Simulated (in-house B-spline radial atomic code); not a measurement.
The numbers below are computed, except where a source is named.
**B in an electron gas of r_s = 4: phase shifts, screening and friction**

A nucleus sits in a uniform electron gas with a rigid positive background. The Kohn-Sham equations are solved self-consistently in the spin-unpolarised LDA (PW92), non-relativistic, on B-splines with outgoing waves at the boundary and partial waves to l = 8. The model has no lattice, no bands and no magnetic solution. Atomic units; δ_l are the phase shifts at the Fermi level, counted so that each bound state adds π, and good to about 0.0005.

The density parameter is r_s = 4 bohr.

| l | δ_l (rad) |
| --- | --- |
| 0 | 4.7335 |
| 1 | 1.1329 |
| 2 | -0.0526 |
| 3 | -0.0030 |
| 4 | 0.0008 |
| 5 | -0.0001 |
| 6 | 0.0001 |
| 7 | 0.0000 |
| 8 | 0.0000 |

Bound levels below the band bottom (hartree): s -6.229, s -0.07819.

Check the Friedel sum rule, and say where the screening charge sits.

k_F = (9π/4)^(1/3)/r_s = 0.47979. The rule is Z = (2/π) Σ (2l + 1) δ_l. The terms are s 3.013, p 2.164, d -0.167, f -0.013 and 0.005 beyond, in all 5.001 against Z = 5. Bound states hold 4 s, 0 p, 0 d electrons, so the scattering states carry 1.00 in all; where a term is smaller than its bound count, the bound level has drawn weight out of the band.

Find the transport cross section and the electronic stopping of a 2 keV B ion (mass 10.81 u).

σ_tr = (4π/k_F²) Σ (l + 1) sin²(δ_l − δ_(l+1)). The terms for l = 0 to 3 are 0.1963, 1.7175, 0.0074, 0.0001, all together 1.9212, so σ_tr = 54.589 × 1.9212 = 104.879 bohr². With n = 3/(4π r_s³) = 0.00373, the friction coefficient is Q = n k_F σ_tr = 0.1877. For v well below v_F = 0.480, dE/dx = Q v; with 24801 eV per u at v = 1, v = √(2000/(24801 × 10.81)) = 0.0864, so dE/dx = 0.01621 hartree/bohr = 8.34 eV/nm. The largest term couples the p and d waves.
